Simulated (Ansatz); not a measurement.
Program: Ansatz. Geometries: PBE0-D4/def2-TZVP. ΔE: electronic, gas phase. CCSD(T)/CBS is the MP2 limit (def2-TZVPP, def2-QZVPP) plus CCSD(T) − MP2 in def2-TZVPP, frozen cores. Functionals use def2-TZVPP. B3LYP here is the variant with VWN-RPA as its local correlation; programs differ in this. Each species was taken in one conformer, which may not be the lowest.

`[SiH3]/C=C/C[SiH3]` + `[CH3][Al]([OH])[OH]` → `[CH3][Al]([OH])[O][SiH3]` + `C=CC[SiH3]`  (ligand exchange at the Si–C bond)

| level | ΔE (kJ/mol) | difference from CCSD(T)/CBS |
| --- | --- | --- |
| PBE-D4 | -91.3 | 15.7 |
| r2SCAN-D4 | -104.9 | 2.1 |
| PBE0-D4 | -98.5 | 8.5 |
| B3LYP-D4 | -108.6 | -1.6 |
| ωB97M-V | -106.5 | 0.5 |
| B2PLYP | -111.2 | -4.2 |
| PBE | -93.0 | 14.0 |
| B3LYP | -111.3 | -4.3 |
| HF/def2-TZVPP | -132.4 | -25.4 |
| MP2/def2-TZVPP | -107.1 | -0.1 |
| SCS-MP2/def2-TZVPP | -112.6 | -5.6 |
| CCSD/def2-TZVPP | -112.0 | -5.0 |
| CCSD(T)/def2-TZVPP | -107.9 | -0.9 |
| MP2/def2-QZVPP | -107.2 | -0.2 |
| SCS-MP2/def2-QZVPP | -112.6 | -5.6 |
| MP2/CBS(def2) | -106.1 | 0.9 |
| CCSD(T)/CBS | -107.0 | 0 |

Largest T1 diagnostic among the species: 0.012.

From PBE to PBE0 (25 % exact exchange), in def2-TZVPP and without D4, ΔE moves by −7.0 kJ/mol. In def2-TZVPP, CCSD(T) changes the Hartree–Fock value by +24.5 kJ/mol (the triples alone add +4.1 kJ/mol) and MP2 by +25.3 kJ/mol.
